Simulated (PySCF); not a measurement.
Sn(F)4 anion (F₄Sn), SMILES [F][Sn]([F])([F])[F] (connectivity only; charge and spin as stated), charge -1, multiplicity 2.

Geometry: B3LYP-D3(BJ)/def2-SVPD. A frequency run showed that this geometry is not a minimum. The spin state was assumed, not searched. The isomer is the one that the SMILES or the coordinates give; other isomers of the formula were not compared. The def2 effective core potentials stand for the cores of Sn; spin–orbit coupling is left out.

All values below come from PBE/def2-SVPD in PySCF.

Gas-phase values at a fixed geometry.

```
Quantity                                                           Result
------------------------------------------------  -----------------------
total energy                                           -613.22775 hartree
point group                                                            Td
α spin, highest occupied and lowest empty level         -0.52 and 3.83 eV
β spin, highest occupied and lowest empty level         -3.93 and 0.00 eV
dipole moment about the centre of nuclear charge                   0.00 D
mean static polarisability                           60.0 bohr³ (8.89 Å³)
polarisability, principal values                   60.0, 60.0, 60.0 bohr³
⟨S²⟩                                              0.751 (pure state 0.75)
```
